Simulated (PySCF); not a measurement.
# Ionisation energy of I by level of theory

I [Kr] 4d10 5s2 5p5 (2P) → I⁺ [Kr] 4d10 5s2 5p4 (3P), as a difference of total energies. Calculation: PySCF 2.14, in aug-cc-pV5Z-PP with ECP28MDF (8s8p6d4f3g2h, 139 functions); a scalar-relativistic core potential. Correlated levels: valence: 4s2 4p6 4d10 frozen. The calculations carry no spin-orbit coupling.

Problem. Order these methods by the ionisation energy they give, lowest first.
A. PBE
B. SCS-MP2 (valence)
C. LDA
D. UHF

Solution. D (9.536 eV), B (10.463 eV), A (10.500 eV), C (10.788 eV).

For comparison: 10.519 eV (measured; NIST levels, between the centres of gravity of the two terms).
